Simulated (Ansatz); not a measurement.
An input meant for Te4As⁺ (charge 1, singlet).

```yaml
crystal:
  periodic: [false, false, false]
  atoms:
    - {symbol: As, position_ang: [0.748406, 1.084573, 1.004515]}
    - {symbol: Te, position_ang: [2.049055, -0.929496, -0.156749]}
    - {symbol: Te, position_ang: [-0.811279, 2.166767, -0.847107]}
    - {symbol: Te, position_ang: [-1.656490, -0.056163, 0.569891]}
    - {symbol: h, position_ang: [-0.329692, -2.265680, -0.570560]}
basis:
  gaussian: {orbitals: def2-SVP}
total_charge: 1
hamiltonian: {xc: {name: revPBE0}}
scf: {omitted_lower_state_checks: [starts]}
output: {forces: true}
```

```sh
$ ansatz run in.yaml --threads 4 --pin off --events-out ev --progress --plain --max-ram 4787MiB
```

Output, abridged:

```
Error: YAML parse error: error: line 8 column 16: `h` is not an element symbol (H … Og, case-exact)
 6 |     - {symbol: Te, position_ang: [-0.811279, 2.166767, -0.847107]}
 7 |     - {symbol: Te, position_ang: [-1.656490, -0.056163, 0.569891]}
 8 |     - {symbol: h, position_ang: [-0.329692, -2.265680, -0.570560]}
 9 | basis:
10 |   gaussian: {orbitals: def2-SVP}
```

Q: What is wrong with this run?

A: An element symbol is wrong. The input was rejected before any iteration.
